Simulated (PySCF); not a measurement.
# Telling isomers of C$_{4}$H$_{12}$Si$_{3}$ apart by NMR

- GFN2-xTB structure
- shielding tensors at PBE0/pcSseg-1 (GIAO)
- run in PySCF
- one computed conformer, no solvent, non-relativistic Hamiltonian, averaged over atoms made equivalent by symmetry, fast rotation or ring inversion

Chemical shifts δ = σref − σ; 1H (σref 31.72), 13C (σref 186.93) vs TMS, all at this level. Where no couplings were computed, multiplicities follow the n + 1 count of equivalent neighbours, and m marks all less simple cases (inequivalent or close neighbours, rings, F or P nearby). Shifts are as computed. Against solution values, carbons near 30 ppm lie about +3 ppm off and those near 130 ppm about +5 ppm (rms about the fit 2.1 ppm; single classes can miss by 10 ppm). Of 1328 compounds with measured shifts, 309 miss one by over three times the rms of a fit or turn the order of signals round; such compounds aren't used in these exercises. Signals without a measured value on file couldn't be tested in this way; 1H shifts scatter by 0.2 ppm about their fit, and single ones miss by 0.5 ppm.

(1) Tabulate the signals of `C[SiH2]C#C[SiH2]C[SiH3]`, `C=C[Si@H]1[SiH2][C@H](C)[SiH2]1` and their relative energies.

(2) What is the quickest way to tell C[SiH2]C#C[SiH2]C[SiH3] from C=C[Si@H]1[SiH2][C@H](C)[SiH2]1?

Answers

(1) 
| SMILES | carbon types | δC | δH | E rel. (kcal/mol) |
| --- | --- | --- | --- | --- |
| C[SiH2]C#C[SiH2]C[SiH3] | 2×C 1×CH2 1×CH3 | 117.9, 117.8, -4.6, -9.5 | 4.45 (q, 2H), 4.44 (t, 2H), 3.94 (t, 3H), 0.31 (t, 3H), 0.13 (m, 2H) | 0.0 |
| C=C[Si@H]1[SiH2][C@H](C)[SiH2]1 | 2×CH 1×CH2 1×CH3 | 145.7, 139.2, 21.6, 7.5 | 6.64 (m, 1H), 6.64 (m, 1H), 6.34 (m, 1H), 5.15 (m, 1H), 4.73 (m, 2H), 4.34 (m, 2H), 1.49 (m, 1H), 1.43 (m, 3H) | 0.0 |

Energies are electronic energies at PBE0/pcSseg-1 on these geometries, without zero-point or thermal terms, each for the one conformer computed, which needn't be the lowest.

(2) Both give the same number of carbon signals, but DEPT or the intensities differ. The first has an alkyne carbon (C) at 117.9 ppm, the second a terminal =CH2 carbon at 145.7 ppm. In the proton spectra the most deshielded non-exchanging signals are 4.45 (q, 2H) and 6.64 (m, 1H).
